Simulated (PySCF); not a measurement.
Krypton: a sound run and one with changed settings

Sound run: Kr²⁺ [Ar] 3d10 4s2 4p4, Kr³⁺ [Ar] 3d10 4s2 4p3. Computed with PySCF 2.14 in cc-pVDZ-PP with ECP10MDF (4s3p2d, 23 functions), with a scalar-relativistic core potential. The sound run starts from symmetry-adapted Hartree-Fock orbitals and uses a fine grid where one is needed.

Changed run: radial step 1.2 in ln r (0.13 in the sound run). This setting is unsound on purpose.

```json
{"species": "Kr²⁺", "method": "UHF", "sound run (hartree)": "-460.84097", "changed run (hartree)": "-460.84097", "converged": "yes"}
{"species": "Kr²⁺", "method": "BP86", "sound run (hartree)": "-462.30878", "changed run (hartree)": "-472.27376", "converged": "yes"}
{"species": "Kr²⁺", "method": "B3LYP", "sound run (hartree)": "-462.20845", "changed run (hartree)": "-470.25862", "converged": "yes"}
{"species": "Kr³⁺", "method": "UHF", "sound run (hartree)": "-459.58275", "changed run (hartree)": "-459.58275", "converged": "yes"}
{"species": "Kr³⁺", "method": "BP86", "sound run (hartree)": "-461.00121", "changed run (hartree)": "-470.72751", "converged": "yes"}
{"species": "Kr³⁺", "method": "B3LYP", "sound run (hartree)": "-460.89960", "changed run (hartree)": "-468.75430", "converged": "yes"}
```

Ionisation energy of Kr²⁺:

```
method  sound run (eV)  changed run (eV)
   UHF          34.238            34.238
  BP86          35.581            42.075
 B3LYP          35.615            40.935
```

A coarse radial grid mis-integrates the density and the exchange-correlation energy, with errors of either sign; Hartree-Fock needs no grid.

For comparison, NIST gives 35.838 ± 0.02 eV between the lowest levels.
